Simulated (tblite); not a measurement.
Run record: tight-binding relaxation, `COCO[BH2-][AsH3+]`.

Computed with GFN2-xTB geometry optimisation, gas phase (tblite 0.8.0). Start geometry: from a force field or distance geometry. The input is one job of a driver script: a line of settings, then coordinates in Å.

Command:
```bash
OMP_NUM_THREADS=1 python probes_run.py task.json out
```

Input:
```
{"job": {"kind": "relax", "xc": "GFN2-xTB", "basis": "xTB"}, "charge": 0, "multiplicity": 1}
C      3.077900    -0.500900    -0.508000
O      1.719200    -0.900800    -0.634400
C      0.899200     0.016200     0.042100
O     -0.445800    -0.407600    -0.105700
B     -1.366500     0.530200     0.596100
As    -3.294500    -0.133800     0.366200
H      3.392900    -0.470300     0.553800
H      3.715200    -1.231100    -1.029200
H      3.239900     0.489000    -0.985800
H      1.164400     0.061700     1.125200
H      1.008000     1.028000    -0.427500
H     -1.123800     0.584600     1.757300
H     -1.293400     1.621500     0.114300
H     -3.422200    -0.129700    -1.191400
H     -3.200800    -1.525000     1.060200
H     -4.077400     0.977100     1.154500
```

Output:
```
step      E/eV     max force
  0    -572.78945    2.528
  1    -573.03232    2.065
  2    -573.50563    2.630
  3    -573.70289    1.567
  4    -573.93285    0.871
  5    -573.98100    0.722
  6    -574.03891    0.579
  7    -574.09474    0.674
  8    -574.15145    0.507
  9    -574.18126    0.415
... (53 lines left out)
 63    -574.41916    0.045
 64    -574.41947    0.021
 65    -574.41957    0.019
 66    -574.41962    0.016
 67    -574.41965    0.017
 68    -574.41971    0.020
 69    -574.41978    0.020
 70    -574.41983    0.016
 71    -574.41986    0.012
 72    -574.41988    0.007
```

«max force» is the largest atomic force in eV/Å.

From which step on does the largest force stay under 0.1 eV/Å, and how much energy is left to gain from there?

From step 61 (0.092 eV/Å), 1.9 meV above the end.

Summary of the converged run: energy lowered by 37.6 kcal/mol over 72 steps; largest atomic force 0.007 eV/Å at the end.

The run took 0.57 s of wall time on an Intel Xeon at 2.70 GHz with one thread, no GPU, shared host with 64 logical CPUs at a one-minute load of 63.
Labels such as C1 count atoms from 1, the log's own numbers from 0.
